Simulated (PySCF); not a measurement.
SMILES [SiH2](CC[SiH2]F)Cl (B3LYP/def2-SVP optimised geometry):

```
14

Si    -2.267    -0.336     0.000
F     -2.779    -1.054    -1.377
C     -0.389    -0.336     0.000
C      0.238     0.352    -1.231
Si     2.122     0.378    -1.252
Cl     2.811     1.384     0.447
H     -2.811    -1.110     1.149
H     -2.805     1.053     0.000
H     -0.048    -1.384     0.078
H     -0.051     0.157     0.930
H     -0.111     1.397    -1.316
H     -0.090    -0.148    -2.161
H      2.634     1.096    -2.451
H      2.678    -1.003    -1.211
```

Computed with B3LYP/def2-TZVP (PySCF).

Q: What are the frontier orbital energies and the dipole moment?

A: HOMO-2 -9.03 eV, HOMO-1 -8.67 eV, HOMO -8.05 eV, LUMO -0.07 eV, LUMO+1 -0.05 eV; dipole moment 0.13 D.

Meta-Löwdin charges at B3LYP/def2-TZVP: Si1 0.97, F2 -0.52, C3 -0.45, C4 -0.43, Si5 0.72, Cl6 -0.32, H7 -0.12, H8 -0.12, H9 0.12, H10 0.12, H11 0.12, H12 0.12, H13 -0.10, H14 -0.11.
